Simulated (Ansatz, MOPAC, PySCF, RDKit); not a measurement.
Dimer: C2H4 (SMILES C=C) (first 6 atoms) with CH3NO (SMILES NC=O); geometry from B3LYP-D3(BJ)/def2-TZVP, rigid monomers moved along the line of their centres of mass till C1···H10 is 2.94 Å.
(charge 0, multiplicity 1):
```xyz
12

C      0.452     0.477     0.739
C     -0.423    -0.514     0.633
H      1.210     0.468     1.513
H      0.449     1.318     0.056
H     -1.181    -0.528    -0.142
H     -0.397    -1.353     1.319
N     -0.973     0.467     4.308
C     -0.085    -0.378     4.879
O      0.736    -1.037     4.277
H     -0.978     0.578     3.304
H     -1.628     0.983     4.868
H     -0.179    -0.413     5.980
```

Interaction energies are E(AB) − E(A) − E(B) at the monomers' geometry in the complex; basis-set methods are counterpoise corrected. Rows marked so take none.

Frozen-core correlation. Rows in 3-21G, 6-31G* carry no dispersion term and start afresh at each structure (6-31G* with six Cartesian d functions). The state that AM1 reach isn't checked.

The values were computed with Ansatz (Gaussian orbitals); MOPAC for AM1 (differences of heats of formation); PySCF for 3-21G rows, 6-31G* rows, the dispersion terms; RDKit for the force fields. Each number belongs to the level named beside it.

```tsv
level	interaction energy (kcal/mol)
MMFF94	-1.85
AM1	-0.48
HF/aug-cc-pVDZ	-1.57
BP86/6-31G* (no counterpoise)	-2.67
r2SCAN-D4/def2-TZVPPD	-3.13
B3LYP/3-21G (no counterpoise)	-3.88
B3LYP/6-31G* (no counterpoise)	-3.29
B3LYP-D4/def2-TZVPPD	…
CCSD(T)/aug-cc-pVDZ	-2.71
```

Task: Fill in the missing entries.

Result: 
- B3LYP-D4/def2-TZVPPD, interaction energy (kcal/mol): -3.05

Ansatz is an electronic-structure program.
